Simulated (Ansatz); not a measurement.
`[Cl][Sn]([Cl])([Cl])[Br]` + `[OH][In]([OH])[Cl]` → `[Cl][Sn]([Cl])([Cl])[Cl]` + `[OH][In]([OH])[Br]`  (redistribution)

Computed with Ansatz on PBE0-D4/def2-TZVP structures; ΔE is electronic, products minus reactants. CCSD(T)/CBS is the MP2 limit (def2-TZVPP, def2-QZVPP) plus CCSD(T) − MP2 in def2-TZVPP, frozen cores. Functionals use def2-TZVPP. def2 core potentials past Kr. For Br, In, Sn outer-core shells are correlated without core-valence functions, which leaves a few kJ/mol of doubt a bond. Scalar relativity is left out up to krypton. One conformer a species, not always the lowest.

`[Cl][Sn]([Cl])([Cl])[Br]`:

```xyz
5

Cl   -0.369   -1.999   -1.067
Sn   -0.010    0.002   -0.011
Cl    0.698    1.537   -1.556
Cl   -1.985    0.723    0.898
Br    1.666   -0.263    1.735
```

`[OH][In]([OH])[Cl]`:

```xyz
6

O    -1.325    0.667   -1.280
In   -0.189   -0.317   -0.018
O     1.359    0.584    0.804
Cl   -0.671   -2.511    0.496
H    -1.015    1.569   -1.406
H     1.841    0.009    1.404
```

`[Cl][Sn]([Cl])([Cl])[Cl]`:

```xyz
5

Cl    1.905   -0.856    0.932
Sn    0.000    0.000    0.000
Cl   -1.773   -1.352    0.512
Cl   -0.377    2.099    0.827
Cl    0.245    0.108   -2.272
```

`[OH][In]([OH])[Br]`:

Z-matrix (Å, degrees):
```
In
O 1 1.964
Br 1 2.441 2 120.6
O 1 1.972 2 117.9 3 180.0
H 2 0.962 1 111.4 3 180.0
H 4 0.961 1 112.6 2 -180.0
```

```csv
species,ωB97X-V energy (Eh)
`[Cl][Sn]([Cl])([Cl])[Br]`,-4168.82857
`[OH][In]([OH])[Cl]`,-802.01462
`[Cl][Sn]([Cl])([Cl])[Cl]`,-2055.05079
`[OH][In]([OH])[Br]`,-2915.79427
```

Problem. Work out ΔE.

Solution. ΔE = (-2055.05079) + (-2915.79427) − (-4168.82857) − (-802.01462) = -0.00187 Eh = -0.05 eV. CCSD(T)/CBS gives -0.04 eV.

Largest T1 diagnostic among the species: 0.016.
